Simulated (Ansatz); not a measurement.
Geometry optimisation, UHF/def2-SVP in Ansatz 0.2.0.

input.yaml

```yaml
crystal:
  periodic: [false, false, false]
  atoms:
    - { symbol: B, position_ang: [-1.311963, -0.474592, -0.274958] }
    - { symbol: C, position_ang: [1.579249, -0.564315, 0.139152] }
    - { symbol: S, position_ang: [-1.545717, -2.041231, -0.561261] }
    - { symbol: H, position_ang: [0.964808, -1.450455, 0.127684] }
    - { symbol: C, position_ang: [-1.269397, 1.047937, -0.013074] }
    - { symbol: H, position_ang: [2.625404, -0.84147, 0.276442] }
    - { symbol: H, position_ang: [1.485099, -0.037492, -0.809968] }
    - { symbol: H, position_ang: [1.288476, 0.090699, 0.95982] }
    - { symbol: H, position_ang: [-2.263467, 1.465046, -0.18819] }
    - { symbol: H, position_ang: [-0.563909, 1.54969, -0.676024] }
    - { symbol: H, position_ang: [-0.988483, 1.256284, 1.020377] }
magnetization:
  spin_polarized: true
basis:
  gaussian: { orbitals: def2-SVP }
hamiltonian:
  xc: hf
relax:
  f_tol: 0.03
  max_steps: 50
```

Run as:

```bash
$ ansatz run input.yaml --threads 2 --pin off --max-ram 3072MiB --backend cpu --events-out ev --progress --plain --runs-dir out
```

Problem. Where does it end, and by what steps?

Solution. It converged. The force dipped under the threshold on the way, but the program's further checks kept it going. After 29 steps the energy has fallen by 0.331 eV; H7 moved furthest, 1.68 Å.

| step | energy less start (eV) | largest force component (eV/Å) | accepted |
| --- | --- | --- | --- |
| 0 | 0.0000 | 0.777 | yes |
| 2 | -0.2719 | 0.242 | yes |
| 4 | -0.2893 | 1.713 | no |
| 6 | -0.3198 | 0.017 | yes |
| 8 | -0.3238 | 0.082 | yes |
| 10 | -0.3248 | 0.064 | yes |
| 12 | -0.3256 | 0.058 | yes |
| 14 | -0.3263 | 0.061 | yes |
| 16 | -0.3268 | 0.120 | yes |
| 18 | -0.3277 | 0.187 | yes |
| 20 | -0.3285 | 0.134 | yes |
| 22 | -0.3293 | 0.088 | yes |
| 24 | -0.3299 | 0.016 | yes |
| 26 | -0.3304 | 0.031 | yes |
| 28 | -0.3308 | 0.040 | yes |
| 29 | -0.3311 | 0.018 | yes |

```xyz
11
Properties=species:S:1:pos:R:3
B -2.179 -0.138 -0.293
C 2.811 -0.953 0.234
S -1.897 -1.713 -0.460
H 1.789 -1.298 0.078
C -2.446 1.374 -0.133
H 3.476 -1.812 0.320
H 3.121 -0.338 -0.612
H 2.861 -0.363 1.149
H -3.476 1.610 -0.408
H -1.775 1.948 -0.775
H -2.284 1.681 0.901
```

Whether the end is a true minimum wasn't checked by a vibrational analysis.

The run took 36 s on 2 threads of Arm Neoverse V1, with other jobs on the host, peak memory 0.21 GiB.
